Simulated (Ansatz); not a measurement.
Ansatz (a program for electronic structure) input (RPA@PBE/def2-TZVPP):

Ansatz 0.2 input:
```yaml
crystal:
  periodic: [false, false, false]
  atoms:
    - {symbol: Lu, position_ang: [0.26366456, -0.02251821, 0.32566565]}
    - {symbol: Cl, position_ang: [0.92777668, 0.36249982, -1.85516708]}
    - {symbol: Cl, position_ang: [-2.02896396, -0.26845318, 0.49503405]}
basis:
  gaussian:
    orbitals: def2-TZVPP
hamiltonian:
  xc: pbe
total_charge: 1
magnetization: {spin_polarized: false}
correlation: {method: rpa, electrons: outside_noble_gas}
```

End of the output:

```
integrals: 0.30 GiB planned
1261 factors; integrals over basis functions are off by at most 6.3e-4 eV
mean field: 1.30 GiB planned
mean field evaluation 1: about -58672.1527 eV, gradient 7.5e1 eV
mean field evaluation 2: about -58672.1445 eV, gradient 7.5e1 eV
mean field evaluation 4: about -58679.2513 eV, gradient 4.2e1 eV
mean field evaluation 8: about -58681.8070 eV, gradient 1.5e0 eV
mean field evaluation 16: about -58681.8093 eV, gradient 8.1e-5 eV
mean field -58681.80928028 eV, -2156.5167150915 hartree, gradient 1.9e-6 eV, S^2 0.000000; 0 other end points of the search recorded, 0 dependent functions left out
30 core orbitals not correlated, not the lowest: weight in the atoms' cores, before any rotation towards them, 0.984 or more for the frozen orbitals, at most 0.013 for the correlated occupied ones
reference -58540.40831659 eV, -2151.3203255208 hartree; 8, 8 occupied and 151, 151 virtual orbitals, 1261 factors
Total energy: -58559.27192944 eV, -2152.0135505068 hartree
```
